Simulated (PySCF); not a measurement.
Vertical excitations of a molecule C2H8OSn from TDA-PBE/def2-SVPD run with PySCF, as energy in eV (oscillator strength): 4.72 (0.002), 4.95 (0.009), 5.75 (0.040), 5.86 (0.047), 5.95 (0.000), 6.35 (0.002), 6.42 (0.130), 6.84 (0.004), 6.84 (0.001), 6.93 (0.000). Lowest triplet (TDA): 4.36 eV. Coordinates come from a PBE-D3(BJ)/def2-SVP optimisation. The def2 effective core potentials stand for the cores of Sn; spin–orbit coupling is left out. Other conformers were not sampled.

Q: Which molecule gave these data?
(A) CC[O][SnH3]
(B) C[CH2][SnH2][OH]
(C) C[O][SnH2][CH3]
(D) [CH3][SnH]([CH3])[OH]

A: A, CC[O][SnH3]
